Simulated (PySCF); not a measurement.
Compound: C3H13GeNSi.
Bonds: C1–C2, C2–Si3, Si3–Ge4, Ge4–N5, N5–C6. Hydrogens: H7, H8, H9 on C1; H10, H11 on C2; H12, H13 on Si3; H14, H15 on Ge4; H16 on N5; H17, H18, H19 on C6.

Computed, not measured: core-valence-separated Tamm–Dancoff BHandHLYP/aug-pcX-1 (pcseg-1 on H, def2-SVPD on Si, def2-SVPD on Ge) in PySCF, non-relativistic, gas phase, PBE0-D3(BJ)/def2-SVP geometry.

Computed carbon K-edge spectrum, Gaussian lines of 0.4 eV full width, highest printed point 100; it ends one width below the last computed root. No empirical shift is added; at this level the pattern usually sits a few eV under experiment.

```tsv
photon energy (eV)	absorption
284.6	0
284.7	0
284.8	2
284.9	4
285.0	9
285.1	14
285.2	17
285.3	16
285.4	16
285.5	22
285.6	40
285.7	67
285.8	91
285.9	100
286.0	95
286.1	84
286.2	71
286.3	56
286.4	43
286.5	41
286.6	53
```

**Question.** Assign the maxima to core holes.

**Answer.** 2 maxima:
- 285.2 eV: C2 (sp3 carbon bound to silicon), 285.14 eV, f = 0.009, 55 % of the height at the exact maximum; C1 (methyl carbon), 285.32 eV, f = 0.007, 43 % of the height at the exact maximum
- 285.9 eV: C2 (sp3 carbon bound to silicon), 285.90 eV, f = 0.029, 36 % of the height at the exact maximum; C2 (sp3 carbon bound to silicon), 285.76 eV, f = 0.033, 28 % of the height at the exact maximum; C1 (methyl carbon), 286.12 eV, f = 0.030, 17 % of the height at the exact maximum; C6 (N-methyl carbon), 285.89 eV, f = 0.012, 15 % of the height at the exact maximum

Further lines of some strength in the range: C1, 286.25 eV, f = 0.007; C1, 286.31 eV, f = 0.014.

Roots within 0.03 eV on the same or equivalent atoms count as one line; shares under 12 % aren't listed.

Vibrational structure and lifetime widths aren't in the curve. The ionisation threshold wasn't computed; near and above it a finite basis only mimics Rydberg series and continuum. Relativistic effects, spin–orbit coupling among them, are left out although an element past zinc is present.

Hardware: an x86-64 server with one thread, no GPU, on a shared host. Cost: 55 s of wall time.

Shape of the structure used: `[CH3:1][CH2:2][SiH2:3][GeH2:4][NH:5][CH3:6]`: C1–C2–Si3–Ge4 -49°, C2–Si3–Ge4–N5 -32°, Si3–Ge4–N5–C6 -64°.

One conformer stands for the species.
